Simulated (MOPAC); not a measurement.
MOPAC input (PM3):

```
PM3 PRECISE GNORM=0.05 LET XYZ GEO-OK AUX(PRECISION=9) THREADS=1
CHClF2

F    -0.92925200 1    1.15465600 1   -0.28867100 1
C    -0.47716000 1    0.04464200 1    0.31775000 1
F    -1.09408900 1   -1.01463200 1   -0.23143000 1
Cl    1.28023100 1   -0.09512200 1    0.08181600 1
H    -0.69089000 1    0.08900600 1    1.38353900 1
```

Output:

```
 *******************************************************************************
 **                                                                           **
 **                              MOPAC v23.2.5                                **
 **                                                                           **
 *******************************************************************************
 ** MOPAC's Digital Object Identifier: https://doi.org/10.5281/zenodo.6511958 **
 **                                                                           **
 ** Please cite the open-source release paper for use of this MOPAC version:  **
 ** J. E. Moussa and J. J. P. Stewart (2026)                                  **
 ** MOPAC: An open-source semiempirical molecular orbital program             **
 ** J. Open Source Softw., 11(119), 8025, https://doi.org/10.21105/joss.08025 **
 *******************************************************************************

                              PM3 CALCULATION RESULTS

 *******************************************************************************
 *  PM3        - The PM3 Hamiltonian to be used
 *  GEO-OK     - OVERRIDE INTERATOMIC DISTANCE AND OTHER SAFETY CHECKS
 *  LET        - OVERRIDE SOME SAFETY CHECKS
 *  PRECISE    - TIGHTER CRITERIA TO BE USED
 *  XYZ        - CARTESIAN COORDINATE SYSTEM TO BE USED
 *  GNORM      - EXIT WHEN GRADIENT NORM DROPS BELOW 0.050
 *  AUX        - OUTPUT AUXILIARY INFORMATION
 *******************************************************************************
PM3 PRECISE GNORM=0.05 LET XYZ GEO-OK AUX(PRECISION=9) THREADS=1
 CHClF2

   ATOM   CHEMICAL          X               Y               Z
  NUMBER   SYMBOL      (ANGSTROMS)     (ANGSTROMS)     (ANGSTROMS)

     1       F         -0.92925200  *   1.15465600  *  -0.28867100  *
     2       C         -0.47716000  *   0.04464200  *   0.31775000  *
     3       F         -1.09408900  *  -1.01463200  *  -0.23143000  *
     4      Cl          1.28023100  *  -0.09512200  *   0.08181600  *
     5       H         -0.69089000  *   0.08900600  *   1.38353900  *

          CARTESIAN COORDINATES

    NO.       ATOM           X           Y           Z

     1         F         -0.9293      1.1547     -0.2887
     2         C         -0.4772      0.0446      0.3178
     3         F         -1.0941     -1.0146     -0.2314
     4        Cl          1.2802     -0.0951      0.0818
     5         H         -0.6909      0.0890      1.3835

  H: (PM3): J. J. P. STEWART, J. COMP. CHEM. 10, 209 (1989).
  C: (PM3): J. J. P. STEWART, J. COMP. CHEM. 10, 209 (1989).
  F: (PM3): J. J. P. STEWART, J. COMP. CHEM. 10, 209 (1989).
 Cl: (PM3): J. J. P. STEWART, J. COMP. CHEM. 10, 209 (1989).

           Empirical Formula: C H F2 Cl  =     5 atoms

      MOLECULAR POINT GROUP   :   Cs

      RHF CALCULATION, NO. OF DOUBLY OCCUPIED LEVELS = 13

          Geometry optimization using EF

          DIAGONAL MATRIX USED AS START HESSIAN

 CYCLE:     1  GRAD.:    33.685 HEAT: -108.5655
 CYCLE:     2  GRAD.:    99.800 HEAT: -105.9581
 CYCLE:     3  GRAD.:   276.942 HEAT: -95.91782
 CYCLE:     4  GRAD.:   133.342 HEAT: -105.0646
 CYCLE:     5  GRAD.:   140.701 HEAT: -99.93015
 CYCLE:     6  GRAD.:    61.926 HEAT: -106.6435
 CYCLE:     7  GRAD.:   101.692 HEAT: -105.6232
 CYCLE:     8  GRAD.:    41.729 HEAT: -109.3208
 CYCLE:     9  GRAD.:   415.230 HEAT: -79.48840
 CYCLE:    10  GRAD.:    35.946 HEAT: -109.3263
 CYCLE:    11  GRAD.:    57.973 HEAT: -108.7177
 CYCLE:    12  GRAD.:     3.122 HEAT: -109.7297
 CYCLE:    13  GRAD.:     0.970 HEAT: -109.7320
 CYCLE:    14  GRAD.:     0.138 HEAT: -109.7323
 CYCLE:    15  GRAD.:     0.031 HEAT: -109.7323

     GRADIENT =  0.03062 IS LESS THAN CUTOFF =  0.05000

 -------------------------------------------------------------------------------
 PM3 PRECISE GNORM=0.05 LET XYZ GEO-OK AUX(PRECISION=9) THREADS=1
 CHClF2

     GEOMETRY OPTIMISED USING EIGENVECTOR FOLLOWING (EF).
     SCF FIELD WAS ACHIEVED

                              PM3 CALCULATION
                                                       MOPAC v23.2.5 Linux

          FINAL HEAT OF FORMATION =       -109.73230 KCAL/MOL =    -459.11994 KJ/MOL

          COSMO AREA              =         92.74 SQUARE ANGSTROMS
          COSMO VOLUME            =         75.92 CUBIC ANGSTROMS

          GRADIENT NORM           =          0.03062          =       0.01370 PER ATOM
          IONIZATION POTENTIAL    =         11.358261 EV
          HOMO LUMO ENERGIES (EV) =        -11.358 -0.242
          NO. OF FILLED LEVELS    =         13
          MOLECULAR WEIGHT        =         86.4687         POINT GROUP:  Cs

          MOLECULAR DIMENSIONS (Angstroms)

            Atom       Atom       Distance
           Cl     4    F     3     2.61188
            F     1    H     5     2.02475
            F     3    H     5     1.56118

          SCF CALCULATIONS        =         16

   ATOM   CHEMICAL          X               Y               Z
  NUMBER   SYMBOL      (ANGSTROMS)     (ANGSTROMS)     (ANGSTROMS)

     1       F         -0.95268263  *   1.13308039  *  -0.30024233  *
     2       C         -0.48080866  *   0.04523743  *   0.33676257  *
     3       F         -1.11540541  *  -0.98837826  *  -0.24698066  *
     4      Cl          1.31792858  *  -0.09902268  *   0.08444680  *
     5       H         -0.70759987  *   0.08977437  *   1.42005601  *

                             CARTESIAN COORDINATES

   1    F       -0.952682635     1.133080390    -0.300242332
   2    C       -0.480808663     0.045237425     0.336762573
   3    F       -1.115405411    -0.988378261    -0.246980663
   4   Cl        1.317928578    -0.099022680     0.084446800
   5    H       -0.707599871     0.089774375     1.420056011

           Empirical Formula: C H F2 Cl  =     5 atoms

      MOLECULAR POINT GROUP   :   Cs

                  EIGENVALUES
 -55.41512 -31.72806 -24.08776 -20.82267 -19.56444 -19.20806 -18.74464 -17.02032
 -16.26409 -15.64237 -13.18446 -11.47217 -11.35826  -0.24172   1.82533   2.49598
   2.85910

              NET ATOMIC CHARGES AND DIPOLE CONTRIBUTIONS

  ATOM NO.   TYPE          CHARGE      No. of ELECS.   s-Pop       p-Pop
    1          F          -0.125736        7.1257     1.77083     5.35490
    2          C           0.194369        3.8056     1.20496     2.60067
    3          F          -0.125736        7.1257     1.77083     5.35491
    4         Cl          -0.028445        7.0284     1.98614     5.04231
    5          H           0.085548        0.9145     0.91445
 DIPOLE           X         Y         Z       TOTAL
 POINT-CHG.     0.329     0.005     1.217     1.261
 HYBRID        -0.301     0.031     0.305     0.429
 SUM            0.029     0.036     1.522     1.522

          ATOMIC ORBITAL ELECTRON POPULATIONS

     Atom    s        px        py        pz
    1  F   1.77083   1.89437   1.60728   1.85325
    2  C   1.20496   0.85987   0.78357   0.95723
    3  F   1.77083   1.83737   1.64403   1.87351
    4 Cl   1.98614   1.07889   1.98200   1.98142
    5  H   0.91445

 **********************
 *                    *
 * JOB ENDED NORMALLY *
 *                    *
 **********************

 == MOPAC DONE ==
```

The geometry given is a B3LYP-D3(BJ)/def2-TZVP minimum.
